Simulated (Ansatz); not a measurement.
CH$_{3}$BO$_{2}$S, SMILES `SC1OBO1`, relaxed with RKS PBE0-D4/def2-TZVP in the Gaussian-basis code of Ansatz from a PBE-D4/def2-SVP geometry. The force threshold is 0.005 eV/Å; the program also tests the step.

Charge 0, multiplicity 1.

Start:

```xyz
8

S    -1.439   -1.005    0.879
C    -0.147    0.179    0.405
O    -0.522    0.864   -0.794
B     0.661    0.314   -1.296
O     1.057   -0.384   -0.159
H    -0.890   -1.278    2.096
H     0.093    0.870    1.241
H     1.187    0.440   -2.371
```

| step | energy (eV) | largest force (eV/Å) | largest move (Å) |
| --- | --- | --- | --- |
| 1 | -16685.3189 | 0.754 | 0.000 |
| 2 | -16685.3483 | 0.303 | 0.020 |
| 3 | -16685.3525 | 0.128 | 0.012 |
| 4 | -16685.3534 | 0.044 | 0.009 |
| 5 | -16685.3535 | 0.010 | 0.003 |
| 6 | -16685.3535 | 0.001 | 0.001 |

End:

```xyz
8

S    -1.420   -0.994    0.872
C    -0.146    0.177    0.406
O    -0.515    0.856   -0.786
B     0.658    0.314   -1.285
O     1.045   -0.378   -0.158
H    -0.884   -1.266    2.073
H     0.090    0.858    1.224
H     1.171    0.432   -2.346
```

Hardware: 2 threads of an Arm Neoverse V1 on a shared host. Wall time 32 s, peak host memory 0.4 GiB.
